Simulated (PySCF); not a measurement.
**Magnetisability: SMILES CCC[AsH2+][GaH2-][NH]C, C$_{4}$H$_{15}$AsGaN**

Molfile (atoms numbered from 1):
```
C4H15AsGaN
     RDKit          3D

 22 21  0  0  0  0  0  0  0  0999 V2000
   -3.1606    0.7294   -1.0182 C   0  0  0  0  0  0  0  0  0  0  0  0
   -2.2155    0.8475    0.1721 C   0  0  0  0  0  0  0  0  0  0  0  0
   -1.0231   -0.0949    0.0410 C   0  0  0  0  0  0  0  0  0  0  0  0
    0.2728    0.0094    1.5124 As  0  0  0  0  0  4  0  0  0  0  0  0
    1.8772   -1.9533    0.4640 Ga  0  0  0  0  0  4  0  0  0  0  0  0
    2.2809   -0.8420   -0.9431 N   0  0  0  0  0  0  0  0  0  0  0  0
    3.0905    0.3677   -0.8168 C   0  0  0  0  0  0  0  0  0  0  0  0
   -2.6481    0.9945   -1.9404 H   0  0  0  0  0  0  0  0  0  0  0  0
   -4.0135    1.3933   -0.8954 H   0  0  0  0  0  0  0  0  0  0  0  0
   -3.5291   -0.2899   -1.1125 H   0  0  0  0  0  0  0  0  0  0  0  0
   -2.7612    0.6158    1.0934 H   0  0  0  0  0  0  0  0  0  0  0  0
   -1.8561    1.8796    0.2514 H   0  0  0  0  0  0  0  0  0  0  0  0
   -1.3641   -1.1358   -0.0181 H   0  0  0  0  0  0  0  0  0  0  0  0
   -0.4727    0.1071   -0.8847 H   0  0  0  0  0  0  0  0  0  0  0  0
    0.4414    1.5014    1.4802 H   0  0  0  0  0  0  0  0  0  0  0  0
   -0.7389    0.1600    2.6159 H   0  0  0  0  0  0  0  0  0  0  0  0
    0.7552   -2.9850    0.1596 H   0  0  0  0  0  0  0  0  0  0  0  0
    2.8623   -2.1962    1.6419 H   0  0  0  0  0  0  0  0  0  0  0  0
    2.3019   -1.1726   -1.9027 H   0  0  0  0  0  0  0  0  0  0  0  0
    4.1341    0.2196   -1.1175 H   0  0  0  0  0  0  0  0  0  0  0  0
    3.0811    0.6800    0.2344 H   0  0  0  0  0  0  0  0  0  0  0  0
    2.6752    1.1840   -1.4206 H   0  0  0  0  0  0  0  0  0  0  0  0
  1  2  1  0
  2  3  1  0
  3  4  1  0
  4  5  1  0
  5  6  1  0
  6  7  1  0
  1  8  1  0
  1  9  1  0
  1 10  1  0
  2 11  1  0
  2 12  1  0
  3 13  1  0
  3 14  1  0
  4 15  1  0
  4 16  1  0
  5 17  1  0
  5 18  1  0
  6 19  1  0
  7 20  1  0
  7 21  1  0
  7 22  1  0
M  CHG  2   4   1   5  -1
M  END
```

Computed with GIAO PBE/pcSseg-1 magnetisability, rotational g tensor and spin-rotation constants, non-relativistic, gas phase in PySCF. Geometry: GFN2-xTB.

The calculation is non-relativistic, which matters for the atoms heavier than Zn.

Task: How diamagnetic is it, and how anisotropic?

Result: Isotropic -1865 × 10⁻³⁰ J/T², or -112.3 × 10⁻⁶ cm³/mol; principal values -1910, -1865, -1820 × 10⁻³⁰ J/T², anisotropy 78 × 10⁻³⁰ J/T² (root of half the summed squared differences of the principal values). The susceptibility is in cgs units.

Task: Split it along the inertial axes a, b, c into diamagnetic and paramagnetic parts about the centre of mass, with the quadrupole moment.

Result: 
| axis | χ (10⁻⁶ cm³/mol) | diamagnetic (10⁻⁶ cm³/mol) | paramagnetic (10⁻⁶ cm³/mol) | summed x² of all electrons (Å²) | quadrupole Θ (D Å) |
| --- | --- | --- | --- | --- | --- |
| a | -112.2 | -896.6 | 784.4 | 436.7 | -1.15 |
| b | -110.0 | -2232.1 | 2122.1 | 122.0 | +2.82 |
| c | -114.9 | -2370.3 | 2255.5 | 89.4 | -1.67 |

Anisotropies 2χaa − χbb − χcc = +0.5 and 2χbb − χaa − χcc = +7.1 × 10⁻⁶ cm³/mol. Θ is traceless in Buckingham's convention.

Task: And the rotational g tensor?

Result: 
| axis | rotational constant (GHz) | g | nuclear part | electronic part |
| --- | --- | --- | --- | --- |
| a | 1.6018 | -0.0100 | 0.5803 | -0.5903 |
| b | 0.5713 | -0.0048 | 0.5648 | -0.5696 |
| c | 0.5314 | -0.0026 | 0.5605 | -0.5631 |

Asymmetric top; isotopes 75As, 12C, 69Ga, 1H, 14N; no vibrational averaging.
